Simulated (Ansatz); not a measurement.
Isolated molecules relaxed with PBE0-D4/def2-TZVP in Ansatz; ΔE leaves out vibrations. CBS: MP2 limit from def2 TZ/QZ plus the TZ coupled-cluster correction, frozen cores. This one scheme is used for every species. DFT in def2-TZVPP. B3LYP here is the variant with VWN-RPA as its local correlation; programs differ in this. For Ge outer-core shells are correlated without core-valence functions, which leaves a few kJ/mol of doubt a bond. Scalar relativity is left out up to krypton. One conformer a species, not always the lowest.

`[F][GeH2][SiH2]Cl` + `BF` → `F[SiH2]Cl` + `[BH2][GeH2][F]`  (redistribution)

`[F][GeH2][SiH2]Cl`:

Cartesian coordinates in Å:
```
F -1.455 1.390 -1.162
Ge -0.964 -0.215 -0.675
Si 1.048 0.050 0.585
Cl 0.607 0.938 2.385
H -2.135 -0.785 0.140
H -0.766 -1.004 -1.983
H 1.653 -1.279 0.854
H 2.013 0.905 -0.144
```

`BF`:

Cartesian coordinates in Å:
```
B 0.021 0.044 -0.012
F -0.522 -1.111 0.315
H 1.214 0.097 -0.092
H -0.713 0.970 -0.210
```

`F[SiH2]Cl`:

Z-matrix (Å, degrees):
```
Si
F 1 1.589
Cl 1 2.036 2 108.8
H 1 1.475 2 108.3 3 -118.2
H 1 1.475 2 108.3 3 118.2
```

`[BH2][GeH2][F]`:

Z-matrix (Å, degrees):
```
Ge
F 1 1.751
B 1 2.052 2 110.0
H 1 1.541 2 105.0 3 -122.4
H 1 1.541 2 105.0 3 122.4
H 3 1.194 1 119.1 2 -180.0
H 3 1.192 1 121.6 2 -0.0
```

```
   level  ΔE (kJ/mol)
B3LYP-D4         28.5
  r2SCAN         23.6
```

Problem. What does CCSD(T)/CBS give? (Best estimate.)

Solution. Ansatz gave: +17.5 kJ/mol. The listed levels differ from it by 11.0, 6.1 kJ/mol.

Largest T1 diagnostic among the species: 0.013.

At CCSD(T), def2-SVP lies +31.7 kJ/mol from the extrapolated value and def2-TZVPP +3.0 kJ/mol. From BLYP to BHLYP (50 % exact exchange), in def2-TZVPP and without D4, ΔE moves by −9.6 kJ/mol. Leaving LDA and LC-ωPBE aside and taking each functional with its dispersion term where it has one, the values, not all of them listed here, spread over 15.3 kJ/mol, from B97M-V to PBE-D4.
